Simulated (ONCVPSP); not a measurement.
# Which change was made? (La, ONCV)

- Element: La
- Generator: ONCVPSP 4.0.1
- Type: optimised norm-conserving Vanderbilt (ONCV)
- Functional: PBEsol
- Relativity: scalar-relativistic
- Frozen core: [Kr]
- Valence charge: 21
- Reference configuration: 4d10 5s2 5p6 5d1 6s1 (charge +1)
- Partial waves: 5s+6s: rc 2.45 bohr, ncon 4, nbas 8, qcut 3.7 1/bohr, 2 projectors; 5p: rc 1.85 bohr, ncon 4, nbas 9, qcut 4.8 1/bohr, 3 projectors, debl 3 Ha; 4d+5d: rc 1.15 bohr, ncon 4, nbas 8, qcut 13.8 1/bohr, 2 projectors; f scattering state at 0.06 Ha: rc 2.55 bohr, ncon 5, nbas 8, qcut 4.9 1/bohr, 1 projector
- Local potential: polynomial inside 1.10 bohr (lpopt 4, dvloc0 2 Ha)
- Core correction: Teter function, parameters optimised by the program

In the f channel the program set the typed energies aside and used -0.376 Ha.

Cutoffs, loose and tight: the cutoffs (Ha) at which the residual kinetic energy of the hardest occupied pseudo-wave falls to 1 and 0.1 mHa per electron. They do not see the model core or the augmentation charge, which bear on the density cutoff. Test errors are all-electron minus pseudo excitation energies from the reference, over the configurations 4d10 5s2 5p6 5d1 6s2; 4d10 5s2 5p6 5d1 6s0; 4d10 5s2 5p6 5d0 6s0; 4d10 5s2 5p6 5d1.5 6s1.5; variants that change the core or the reference have their own tests.

The base gives: outcome: generated, projector energies reset by the program; cutoff, loose: 69 Ha; cutoff, tight: 79 Ha; bound ghosts: s; GHOST(+) flags above zero: p; largest test error (meV): -5.6.

Q: After one change the result is: outcome: failed: ERROR pspot: first pseudo wave function has node, program will stop. Which change was it?
A. d: qcut 21
B. d: qcut 8.2
C. d: qcut 18.8

A: A. The others give: d: qcut 18.8 → outcome: generated, projector energies reset by the program; cutoff, loose: 98 Ha; cutoff, tight: 121 Ha; bound ghosts: s; GHOST(+) flags above zero: p; largest test error (meV): -5.5 | d: qcut 8.2 → outcome: generated, projector energies reset by the program; cutoff, loose: 178 Ha; cutoff, tight: 229 Ha; bound ghosts: s; GHOST(+) flags above zero: p; largest test error (meV): -4.9.
